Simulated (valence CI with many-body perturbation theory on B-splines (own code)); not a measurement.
**Rh XL: electric-dipole lines**

Computed by relativistic CI+MBPT: four valence electrons over a frozen Dirac-Fock core [He], a basis of 11 s, 11 p, 10 d, 8 f, 5 g, 2 h functions for each j, with the one-electron correlation potential Σ1 (screened to all orders), the two-electron term Σ2, the three-electron term Σ3, Breit, model QED; selected single and double excitations, second order for the rest, scaled by the run's own slope (own B-spline code, finite nucleus).

The last digits are not significant, and no measured levels were compared; by estimate large intervals hold to a few tenths of a per cent, small ones and those within an open d or f shell to about a per cent. Among the levels kept, up to 980 cm⁻¹ of a level comes from second order outside the variational space, and about a tenth of that is noise between levels of different J, which matters for small intervals.

Lines 51 to 100 of 551 in falling wavelength, among levels below 4088.1 eV, chosen from the strongest by gf and those to the six lowest levels. Wavelengths and rates use the calculated energies. Electric multipoles are in the length gauge, E1 and E2 with the static RPA response of the core. Weak lines are less certain than strong ones. Lines between different terms over intervals too small for the method are left out, as are lines whose strength nearly cancels. The highest levels of a list are the least certain.

Levels are named by their leading jj configuration (3d3/2^4 stands for four electrons in 3d with j = 3/2), which in mixed levels can hold well under half, so a name can repeat and another be missing. Letters in brackets count levels of one name in rising energy.

```
λ vac (nm)                           Upper                           Lower   A (s⁻¹)  S (a.u.)
     15.37      (2s 2p3/2^2 3p3/2) J=1 [b]             (2s 2p3/2^2 3s) J=0  8.65e+09  4.65e-02
     15.09  (2s 2p1/2 2p3/2 3p3/2) J=2 [b]     (2s 2p1/2 2p3/2 3s) J=2 [b]  1.03e+10  8.69e-02
     14.97      (2s 2p3/2^2 3p3/2) J=1 [a]         (2s 2p3/2^2 3s) J=2 [a]  1.33e+10  6.59e-02
     14.96      (2s 2p3/2^2 3p3/2) J=3 [b]         (2s 2p3/2^2 3s) J=2 [b]  1.27e+10  1.47e-01
     14.94  (2s 2p1/2 2p3/2 3d3/2) J=2 [d]  (2s 2p1/2 2p3/2 3p1/2) J=1 [c]  6.82e+09  5.61e-02
     14.90      (2s 2p1/2 2p3/2 3p3/2) J=4          (2s 2p1/2^2 3d5/2) J=3  5.13e+09  7.55e-02
     14.87  (2s 2p1/2 2p3/2 3d3/2) J=2 [b]  (2s 2p1/2 2p3/2 3p1/2) J=2 [b]  7.72e+09  6.27e-02
     14.79          (2s 2p1/2^2 3p3/2) J=1             (2s 2p1/2^2 3s) J=0  1.27e+10  6.10e-02
     14.70       (2p1/2^2 2p3/2 3d3/2) J=2       (2p1/2^2 2p3/2 3p1/2) J=2  6.00e+09  4.70e-02
     14.61      (2s 2p3/2^2 3d3/2) J=3 [a]          (2s 2p3/2^2 3p1/2) J=3  5.57e+09  5.99e-02
     14.55          (2s^2 2p3/2 3p3/2) J=3             (2s^2 2p3/2 3s) J=2  8.92e+09  9.51e-02
     14.54       (2p1/2 2p3/2^2 3d3/2) J=2   (2p1/2 2p3/2^2 3p1/2) J=2 [a]  6.38e+09  4.83e-02
     14.53          (2s^2 2p3/2 3p3/2) J=1             (2s^2 2p3/2 3s) J=1  1.21e+10  5.48e-02
     14.49      (2s 2p3/2^2 3d5/2) J=4 [a]          (2s 2p3/2^2 3p1/2) J=3  3.26e+09  4.41e-02
     14.41       (2p1/2^2 2p3/2 3d3/2) J=2       (2p1/2^2 2p3/2 3p1/2) J=1  7.93e+09  5.85e-02
     14.40  (2s 2p1/2 2p3/2 3d3/2) J=1 [b]  (2s 2p1/2 2p3/2 3p1/2) J=2 [b]  1.06e+10  4.70e-02
     14.40  (2s 2p1/2 2p3/2 3p3/2) J=2 [c]     (2s 2p1/2 2p3/2 3s) J=1 [c]  7.19e+09  5.30e-02
     14.39       (2p1/2^2 2p3/2 3p3/2) J=3          (2p1/2^2 2p3/2 3s) J=2  2.32e+10  2.38e-01
     14.28   (2p1/2 2p3/2^2 3p3/2) J=3 [b]          (2p1/2 2p3/2^2 3s) J=3  7.27e+09  7.31e-02
     14.24   (2p1/2 2p3/2^2 3p3/2) J=3 [a]      (2p1/2 2p3/2^2 3s) J=2 [a]  2.09e+10  2.09e-01
     14.15       (2p1/2 2p3/2^2 3p3/2) J=4          (2p1/2 2p3/2^2 3s) J=3  1.87e+10  2.36e-01
     14.11       (2p1/2^2 2p3/2 3d3/2) J=3       (2p1/2^2 2p3/2 3p1/2) J=2  1.51e+10  1.47e-01
     14.10   (2p1/2 2p3/2^2 3p3/2) J=2 [a]      (2p1/2 2p3/2^2 3s) J=2 [a]  9.96e+09  6.89e-02
     14.09      (2s 2p3/2^2 3d3/2) J=3 [b]      (2s 2p3/2^2 3p1/2) J=2 [b]  8.66e+09  8.37e-02
     14.04      (2s 2p3/2^2 3d3/2) J=3 [a]      (2s 2p3/2^2 3p1/2) J=2 [a]  5.37e+09  5.14e-02
     14.00  (2s 2p1/2 2p3/2 3p3/2) J=3 [c]     (2s 2p1/2 2p3/2 3s) J=2 [c]  2.02e+10  1.91e-01
     13.98  (2s 2p1/2 2p3/2 3d3/2) J=3 [a]  (2s 2p1/2 2p3/2 3p1/2) J=2 [a]  9.14e+09  8.63e-02
     13.96      (2s 2p3/2^2 3d3/2) J=2 [a]      (2s 2p3/2^2 3p1/2) J=2 [a]  1.05e+10  7.05e-02
     13.96  (2s 2p1/2 2p3/2 3p3/2) J=2 [a]     (2s 2p1/2 2p3/2 3s) J=1 [a]  1.24e+10  8.29e-02
     13.89  (2s 2p1/2 2p3/2 3p3/2) J=1 [b]     (2s 2p1/2 2p3/2 3s) J=2 [b]  1.43e+10  5.69e-02
     13.87          (2s 2p1/2^2 3d3/2) J=1          (2s 2p1/2^2 3p1/2) J=0  1.00e+10  3.96e-02
     13.85   (2p1/2 2p3/2^2 3p3/2) J=2 [c]      (2p1/2 2p3/2^2 3s) J=1 [b]  2.32e+10  1.52e-01
     13.83       (2p1/2 2p3/2^2 3d3/2) J=3   (2p1/2 2p3/2^2 3p1/2) J=2 [a]  1.24e+10  1.13e-01
     13.77      (2s 2p1/2 2p3/2 3d3/2) J=4      (2s 2p1/2 2p3/2 3p1/2) J=3  1.17e+10  1.36e-01
     13.74       (2p1/2 2p3/2^2 3d3/2) J=1   (2p1/2 2p3/2^2 3p1/2) J=1 [a]  1.05e+10  4.03e-02
     13.68          (2s 2p1/2^2 3d3/2) J=2          (2s 2p1/2^2 3p1/2) J=1  1.40e+10  8.85e-02
     13.64          (2s^2 2p3/2 3d3/2) J=3          (2s^2 2p3/2 3p1/2) J=2  1.04e+10  9.16e-02
     13.64  (2s 2p1/2 2p3/2 3p3/2) J=3 [b]     (2s 2p1/2 2p3/2 3s) J=2 [b]  1.33e+10  1.17e-01
     13.59       (2p1/2 2p3/2^2 3d3/2) J=2   (2p1/2 2p3/2^2 3p1/2) J=1 [a]  7.55e+09  4.68e-02
     13.55      (2s 2p3/2^2 3d3/2) J=1 [a]      (2s 2p3/2^2 3p1/2) J=2 [a]  1.44e+10  5.30e-02
     13.54      (2s 2p3/2^2 3d3/2) J=2 [c]      (2s 2p3/2^2 3p1/2) J=1 [b]  8.84e+09  5.41e-02
     13.52  (2s 2p1/2 2p3/2 3d3/2) J=3 [c]  (2s 2p1/2 2p3/2 3p1/2) J=2 [c]  1.57e+10  1.34e-01
     13.49      (2s 2p3/2^2 3p3/2) J=2 [b]         (2s 2p3/2^2 3s) J=1 [a]  1.57e+10  9.53e-02
     13.44  (2s 2p1/2 2p3/2 3p3/2) J=2 [c]     (2s 2p1/2 2p3/2 3s) J=1 [b]  6.18e+09  3.71e-02
     13.43      (2s 2p1/2 2p3/2 3p3/2) J=4         (2s 2p1/2 2p3/2 3s) J=3  1.97e+10  2.11e-01
     13.39      (2s 2p3/2^2 3p3/2) J=3 [a]             (2s 2p3/2^2 3s) J=3  9.87e+09  8.18e-02
     13.36   (2p1/2 2p3/2^2 3p3/2) J=1 [c]          (2p1/2 2p3/2^2 3s) J=0  1.74e+10  6.14e-02
     13.34          (2s 2p3/2^2 3p3/2) J=4             (2s 2p3/2^2 3s) J=3  2.12e+10  2.23e-01
     13.29          (2s^2 2p1/2 3d3/2) J=2          (2s^2 2p1/2 3p1/2) J=1  1.58e+10  9.14e-02
     13.29       (2p1/2^2 2p3/2 3p3/2) J=2          (2p1/2^2 2p3/2 3s) J=1  1.80e+10  1.04e-01
```
